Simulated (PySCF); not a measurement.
Vertical excitation energies

Compound: (FGaTe)3 ring, F3Ga3Te3.
Bonds: Ga1–F2, Ga1–Te3, Ga1–Te9, Te3–Ga4, Ga4–F5, Ga4–Te6, Te6–Ga7, Ga7–F8, Ga7–Te9.

Method: TDDFT CAM-B3LYP/def2-SVPD, vertical, gas phase, core orbitals frozen in the response, def2 core potentials past Kr (PySCF). Isolated species at its PBE0-D3(BJ)/def2-SVP geometry (one conformer only). Spin–orbit coupling is left out.

Q: What does the calculation give for the low-lying excited states?

A: 

```json
{"state": "S1", "E (eV)": "4.09", "ν̃ (cm⁻¹)": "32960", "f": "0.0000", "main configurations (H = HOMO, L = LUMO)": "H-1/H→L+1/L+2 (≥82%)"}
{"state": "S2", "E (eV)": "4.18", "ν̃ (cm⁻¹)": "33740", "f": "0.0000", "main configurations (H = HOMO, L = LUMO)": "H-1/H→L+1/L+2 (≥35%), H-1/H→L (≥24%)"}
{"state": "S3", "E (eV)": "4.18", "ν̃ (cm⁻¹)": "33740", "f": "0.0000", "main configurations (H = HOMO, L = LUMO)": "H-1/H→L+1/L+2 (≥35%), H-1/H→L (≥24%)"}
{"state": "S4", "E (eV)": "4.47", "ν̃ (cm⁻¹)": "36070", "f": "0.0001", "main configurations (H = HOMO, L = LUMO)": "H-1/H→L (≥46%), H-2→L+1/L+2 (≥29%)"}
{"state": "S5", "E (eV)": "4.47", "ν̃ (cm⁻¹)": "36080", "f": "0.0001", "main configurations (H = HOMO, L = LUMO)": "H-1/H→L (≥47%), H-2→L+1/L+2 (≥29%)"}
{"state": "S6", "E (eV)": "4.57", "ν̃ (cm⁻¹)": "36870", "f": "0.043", "main configurations (H = HOMO, L = LUMO)": "H-1/H→L+1/L+2 (≥54%), H-2→L (33%)"}
{"state": "S7", "E (eV)": "4.70", "ν̃ (cm⁻¹)": "37870", "f": "0.0000", "main configurations (H = HOMO, L = LUMO)": "H-1/H→L+3 (≥47%), H-1/H→L+4 (≥28%)"}
{"state": "S8", "E (eV)": "4.87", "ν̃ (cm⁻¹)": "39320", "f": "0.0052", "main configurations (H = HOMO, L = LUMO)": "H-1/H→L+3 (≥23%), H-1/H→L+4 (≥23%), H-1/H→L+5 (≥11%)"}
{"state": "S9", "E (eV)": "4.88", "ν̃ (cm⁻¹)": "39350", "f": "0.0050", "main configurations (H = HOMO, L = LUMO)": "H-1/H→L+4 (≥23%), H-1/H→L+3 (≥23%), H-1/H→L+5 (≥11%)"}
{"state": "S10", "E (eV)": "5.02", "ν̃ (cm⁻¹)": "40460", "f": "0.0000", "main configurations (H = HOMO, L = LUMO)": "H-4→L+1/L+2 (≥36%), H-3→L+1/L+2 (≥36%)"}
{"state": "S11", "E (eV)": "5.34", "ν̃ (cm⁻¹)": "43080", "f": "0.0029", "main configurations (H = HOMO, L = LUMO)": "H-3→L+3 (44%), H-4→L+4 (41%)"}
{"state": "S12", "E (eV)": "5.35", "ν̃ (cm⁻¹)": "43130", "f": "0.0054", "main configurations (H = HOMO, L = LUMO)": "H-1/H→L+3 (≥32%), H-1/H→L+4 (≥28%)"}
{"state": "S13", "E (eV)": "5.37", "ν̃ (cm⁻¹)": "43320", "f": "0.074", "main configurations (H = HOMO, L = LUMO)": "H-1/H→L+5 (≥27%), H-2→L+4 (22%), H-3→L (15%)"}
{"state": "S14", "E (eV)": "5.38", "ν̃ (cm⁻¹)": "43360", "f": "0.079", "main configurations (H = HOMO, L = LUMO)": "H-1/H→L+5 (≥29%), H-2→L+3 (24%), H-4→L (15%)"}
```

Triplets (Tamm–Dancoff): T1 3.81 eV, H-1/H→L+1/L+2 (≥80%); T2 3.86 eV, H-1/H→L+1/L+2 (≥30%), H-1/H→L (≥24%); T3 3.86 eV, H-1/H→L+1/L+2 (≥30%), H-1/H→L (≥24%).

The lowest singlet comes at 303 nm (394 kJ/mol) in the ultraviolet; it is dark (f under 0.0005); its leading configuration is HOMO-1/HOMO→LUMO+1/LUMO+2 (≥82%). The strongest level in the table is S13/S14 at 5.37 eV (231 nm, f = 0.153 summed). It is the last of those listed, so stronger ones may follow. S2/S3, S4/S5, S8/S9, S11/S12 and S13/S14 lie within about 0.01 eV of each other in each set. Löwdin shares by element: HOMO (one of a set within 0.03 eV) tellurium 72% or more, gallium 18% or more; LUMO tellurium 46%, gallium 14% or more (atoms not listed hold the other 39%). The listed states span 1.29 eV, and the widest gap between neighbours is 0.33 eV (S10 to S11). Orbital energies (eV): HOMO-3 -9.49, HOMO-2 -9.39, HOMO-1 -8.73, HOMO -8.73, LUMO -1.54, LUMO+1 -1.47, LUMO+2 -1.46. No computed singlet lies in the visible range (380 to 750 nm); the lowest, at 303 nm, stands 0.82 eV above its violet end (3.26 eV). The vertical ionisation energy (ΔSCF) is 9.30 eV, 3.93 eV above S14. Orbitals of the list HOMO-3 to LUMO+2 that lie within 0.01 eV of each other are written together with a slash and their weights summed (≥ marks a lower bound); for degenerate orbitals outside that list single weights are arbitrary. The window holds the lowest 15 singlets. The highest level found (5.47 eV, f 0.0011 so far) is left out, since the window may have cut off a degenerate partner.

The run took 6.0 min wall, 13 min CPU (grids of density and orbitals included) on an Intel Xeon 6975P-C with 2 threads, on a shared host, and the process peaked at 2.6 GiB of memory.
